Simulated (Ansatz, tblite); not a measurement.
Isomers of Si3Au2⁻ (doublet), found by a short tight-binding search and relaxed with r2SCAN-D4/def2-SVPD in Ansatz.

In the def2 sets Au takes a core potential; there is no spin–orbit coupling. The xTB rows come from tblite. B3LYP takes the VWN-RPA correlation. HSE06 is defined as in plane-wave codes, on full-range PBE exchange. Correlated methods freeze 15 core orbitals; core or outer-core shells of Au are correlated, in sets that lack core-valence functions. In CCSD on the charge -1 doublet the largest single amplitude is 0.15, so its Hartree–Fock determinant may place the open shell otherwise than the density functionals do.

Run but left out: MP2/def2-TZVPD (A: ⟨S²⟩ 0.96, where a pure state has 0.75); MP2/def2-SVPD (D: ⟨S²⟩ 0.94, where a pure state has 0.75).

A: At CCSD(T)/def2-SVPD, MP2/def2-TZVPD the charge -1 doublet is spin-contaminated (final ⟨S²⟩ up to 0.96, 0.75 for a pure state). B: At CCSD(T)/def2-SVPD, MP2/def2-TZVPD the charge -1 doublet is spin-contaminated (final ⟨S²⟩ up to 0.92, 0.75 for a pure state). D: At CCSD(T)/def2-SVPD, MP2/def2-TZVPD the charge -1 doublet is spin-contaminated (final ⟨S²⟩ up to 0.96, 0.75 for a pure state).

Other spin states weren't relaxed.

A:

```
atom   x (Å)   y (Å)   z (Å)
 Au1   1.555   0.742   0.886
 Au2  -1.458   0.948   0.854
 Si3  -0.087  -1.146   0.853
 Si4   0.072   0.884  -1.121
 Si5  -0.082  -1.428  -1.472
```

B:

```xyz
5

Au    1.093    0.157    1.827
Au   -1.447    1.436   -0.943
Si   -0.140   -1.667    0.858
Si   -0.388   -0.868   -1.309
Si    0.882    0.942   -0.433
```

C:

Cartesian coordinates in Å:
```
Au -0.1415 1.5125 0.5916
Au -0.6153 3.8810 1.5296
Si -0.9279 -2.4645 -0.9104
Si 0.3245 -0.5653 -0.2335
Si 1.3603 -2.3637 -0.9772
```

D:

```csv
atom,x (Å),y (Å),z (Å)
Au1,-2.444,0.658,-0.572
Au2,-0.675,-1.486,0.747
Si3,1.586,-1.137,0.011
Si4,1.817,1.071,-0.519
Si5,-0.284,0.894,0.332
```

Task: Estimate their order by electronic energy at PBE0-D4/def2-TZVPD, counted from the lowest.

Result: B (0.00) < D (0.08) < A (0.17) < C (0.29), in eV.

Task: Do the other levels pick the same lowest one?

Result: Not GFN1-xTB, GFN2-xTB, HF/def2-SVPD, HF/def2-TZVPD, CCSD/def2-SVPD. Energies above each level's lowest (eV):

```tsv
level	A	B	C	D
GFN1-xTB	0.59	0.61	0.00	0.28
GFN2-xTB	1.35	0.69	0.00	0.92
HF/def2-SVPD	1.13	0.89	0.00	0.83
HF/def2-TZVPD	1.14	0.88	0.00	0.79
PBE-D4/def2-TZVPD	0.18	0.00	0.54	0.10
r2SCAN-D4/def2-TZVPD	0.21	0.00	0.36	0.05
r2SCANh-D4/def2-TZVPD	0.20	0.00	0.30	0.05
B3LYP-D4/def2-TZVPD	0.23	0.00	0.22	0.08
PBE0-D4/def2-TZVPD	0.17	0.00	0.29	0.08
HSE06-D4/def2-TZVPD	0.17	0.00	0.32	0.08
CCSD/def2-SVPD	0.23	0.10	0.00	0.13
CCSD(T)/def2-SVPD	0.11	0.00	0.17	0.03
```
Point groups (tolerance 0.1 Å): A C2v, B not assigned, C Cs, D not assigned. Lower isomers may exist.
